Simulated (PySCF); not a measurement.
**Nuclear quadrupole coupling in `CC(=O)O/C=C(/C)C(Cl)Cl`**

Compound: C₆H₈Cl₂O₂.
Z-matrix (Å and degrees, GFN2-xTB geometry), rows numbered from 1:
```
C 
C   1  1.5008
O   2  1.1980  1  126.34
O   2  1.3570  1  110.08  3   179.99
C   4  1.3730  2  118.15  1  -179.97
C   5  1.3309  4  122.38  2  -179.98
C   6  1.4937  5  122.22  4   179.98
C   6  1.4921  5  120.36  4    -0.02
Cl  8  1.7857  6  110.67  5   119.62
Cl  8  1.7855  6  110.70  5  -119.68
H   1  1.0876  2  109.47  3  -120.67
H   1  1.0854  2  109.61  3     0.10
H   1  1.0876  2  109.51  3   120.95
H   5  1.0828  4  114.78  2     0.06
H   7  1.0888  6  109.90  5  -120.72
H   7  1.0889  6  109.96  5   120.75
H   7  1.0850  6  110.76  5    -0.02
H   8  1.0906  6  112.19  5    -0.01
```

Field gradients from the PBE0/pcSseg-1 density (PySCF, non-relativistic), principal values in atomic units, ordered |Vxx| ≤ |Vyy| ≤ |Vzz|:

| atom | Vxx | Vyy | Vzz |
| --- | --- | --- | --- |
| O3 | 0.6184 | 1.0126 | -1.6311 |
| O4 | -0.6327 | -1.0223 | 1.6550 |
| Cl9 | -1.9862 | -2.0955 | 4.0818 |
| Cl10 | -1.9863 | -2.0958 | 4.0821 |

Problem. Find the asymmetry η = (Vxx − Vyy)/Vzz and the couplings χ = eQV/h (234.96 MHz × Q in barn × V in au), with Q(17O) = −0.0256 b, Q(35Cl) = −0.0817 b.

Solution. 
| atom | environment | nucleus | η | χzz (MHz) | χxx (MHz) | χyy (MHz) |
| --- | --- | --- | --- | --- | --- | --- |
| O3 | ester carbonyl oxygen | 17O | 0.24 | 9.81 | -3.72 | -6.09 |
| O4 | ester single-bonded oxygen | 17O | 0.24 | -9.96 | 3.81 | 6.15 |
| Cl9 | alkyl chlorine | 35Cl | 0.03 | -78.36 | 38.13 | 40.23 |
| Cl10 | alkyl chlorine | 35Cl | 0.03 | -78.36 | 38.13 | 40.23 |

The gradient is axial or nearly so (η below 0.05) at Cl9 and Cl10. 

Problem. What is Vzz at O4 in SI units (1 au = 9.71736 × 10²¹ V/m²)?

Solution. 1.6550 au = 16.083 × 10²¹ V/m².

Problem. And the gradient at the other heavy atoms, for which no coupling is worked out here?

Solution. 
```json
{"atom": "C1", "environment": "methyl carbon next to a carbonyl", "Vzz (au)": "0.117", "η": "0.47"}
{"atom": "C2", "environment": "ester carbonyl carbon", "Vzz (au)": "-0.439", "η": "0.74"}
{"atom": "C5", "environment": "vinylic carbon bearing oxygen", "Vzz (au)": "-0.405", "η": "0.46"}
{"atom": "C6", "environment": "fully substituted alkene carbon", "Vzz (au)": "-0.177", "η": "0.85"}
{"atom": "C7", "environment": "allylic carbon", "Vzz (au)": "0.116", "η": "0.04"}
{"atom": "C8", "environment": "CHCl2 carbon", "Vzz (au)": "-0.467", "η": "0.74"}
```

Were the hydrogens deuterons (Q(2H) = 0.00286 b), χzz would run from 193 kHz (H18) to 214 kHz (H17).

Geometry: GFN2-xTB, one conformer, isolated molecule. GFN2-xTB bond lengths can be off by several hundredths of an ångström, more for odd bonds, and the gradients follow them. With a basis this small, the couplings can be 20 % off.
